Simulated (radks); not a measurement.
Dy I, 66 electrons, occupied as [Xe] 4f8.5 6s1.5 6p2 (fractional occupations, a model configuration). Calculated with a radial shooting solver on a logarithmic mesh with Libxc functionals: Dirac Kohn-Sham, PBE, spin-unpolarised, spherical densities, finite nucleus; open shells fill j = l - 1/2 first; Fermi nuclear charge, rms radius 5.2218 fm.

Spin-orbit splittings of the eigenvalues, e(l+1/2) - e(l-1/2), with zeta = 2 splitting/(2l+1) and mean radii in bohr:

shell  occ.  splitting (eV)  zeta (eV)  <r> j=l-1/2  <r> j=l+1/2
2p        6           800.1      533.4      0.07438      0.08144
3p        6           166.1      110.7       0.2238       0.2372
3d       10           36.26      14.51       0.2097       0.2138
4p        6           37.32      24.88       0.5393       0.5695
4d       10           6.793      2.717       0.6004       0.6111
4f      8.5          0.9724     0.2778       0.7840       0.7950
5p        6           5.288      3.525        1.407        1.499
6p        2          0.4315     0.2877        4.406        4.697
